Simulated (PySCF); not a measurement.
Correlation energy of Mo⁺ (molybdenum, charge +1)

[Kr] 4d5, high-spin 6S determinant. All numbers are calculated (PySCF 2.14, a scalar-relativistic core potential, in aug-cc-pVDZ-PP with ECP28MDF). Frozen: 4s2 4p6; 5 electrons correlated.

```json
{"level": "CCSD", "correlation energy (mhartree)": "-53.06"}
{"level": "(T)", "correlation energy (mhartree)": "-0.53"}
{"level": "CCSD(T)", "correlation energy (mhartree)": "-53.59"}
```

Diagnostics: T1 = 0.0049, D1 = 0.0069, largest double amplitude 0.023.

Cost of the coupled-cluster step: of the order of 1.9 core-seconds, for 5 correlated electrons.

Iterations:

```
CC2 = 0
CCSD nocc = (np.int64(5), np.int64(0)), nmo = (50, 50)
frozen orbitals [[0, 1, 2, 3], [0, 1, 2, 3]]
max_cycle = 100
direct = 0
conv_tol = 1e-08
conv_tol_normt = 1e-06
diis_space = 8
diis_start_cycle = 0
Init t2, MP2 energy = -0.0457512018501202
Init E_corr(UCCSD) = -0.0457512018504287
cycle = 1  E_corr(UCCSD) = -0.0519045147197526  dE = -0.00615331287  norm(t1,t2) = 0.0219309
cycle = 2  E_corr(UCCSD) = -0.0528180895699884  dE = -0.00091357485  norm(t1,t2) = 0.00606735
cycle = 3  E_corr(UCCSD) = -0.0530872344825082  dE = -0.000269144913  norm(t1,t2) = 0.00229536
cycle = 4  E_corr(UCCSD) = -0.0530630019013172  dE = 2.42325812e-05  norm(t1,t2) = 0.000306141
cycle = 5  E_corr(UCCSD) = -0.0530649113747414  dE = -1.90947342e-06  norm(t1,t2) = 3.7279e-05
cycle = 6  E_corr(UCCSD) = -0.0530648313479974  dE = 8.00267439e-08  norm(t1,t2) = 4.7976e-06
cycle = 7  E_corr(UCCSD) = -0.0530648444375279  dE = -1.30895305e-08  norm(t1,t2) = 7.1242e-07
cycle = 8  E_corr(UCCSD) = -0.053064850385981  dE = -5.94845306e-09  norm(t1,t2) = 1.80158e-07
UCCSD converged
E(UCCSD) = -67.16735680423132  E_corr = -0.05306485038598098
UCCSD(T) correction = -0.000528754023219486
```
